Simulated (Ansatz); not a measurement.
The same path of CH$_{5}$NSiTe (9 atoms, charge 0, multiplicity 1) was run twice with different band settings. Lost on the way: Si3–H8. Made: N2–H8.

These are results of Ansatz, RHF/def2-SVP, not measurements.

Relaxed end points:

```xyz
9
Properties=species:S:1:pos:R:3
C 0.199 1.429 -0.993
N 0.960 0.565 -0.516
Si 0.627 -0.928 0.302
Te -1.831 -1.471 0.641
H -0.895 1.368 -0.959
H 0.603 2.317 -1.484
H 1.147 -2.039 -0.516
H 1.280 -0.884 1.621
H -2.002 -0.403 1.887
```

```xyz
9
Properties=species:S:1:pos:R:3
C 0.683 1.269 -1.001
N 0.514 0.608 0.051
Si 0.464 -1.402 0.325
Te -2.013 -1.431 1.114
H 0.729 0.754 -1.954
H 0.781 2.351 -0.992
H 0.108 -1.542 -1.139
H 0.468 1.151 0.900
H -1.645 -1.803 2.679
```

Common settings: spring 5.0 eV/Å²; optimiser quadratic models (default); start path through a guess of the saddle point; force threshold 0.03 eV/Å; iteration limit 60; end points relaxed.

| run | movable images | climbing image |
| --- | --- | --- |
| 1 | 7 | yes |
| 2 | 1 | no |

Q: What does each run give, and how far can it be trusted?

A: Run 1: converged after 27 iterations, highest image 3.756 eV above the first end. The profile has 2 maxima (images 2, 5) with wells between them (image 3): this band takes more than one step, which may be the mechanism or a detour left from its start path. Neighbouring images differ by up to 3.2 eV, so the band resolves the path poorly. A vibrational analysis at the climbing image gives one clearly imaginary mode, 2040i cm⁻¹: a first-order saddle point.
Run 2: converged after 21 iterations, highest image 1.079 eV above the first end. The highest image is an end point: on this band no image between the ends rises above it. So few images can step over the top or miss a turn of the path.
The orbitals stay closed-shell, which can raise the energy where a bond breaks towards radicals; this wasn't checked here.
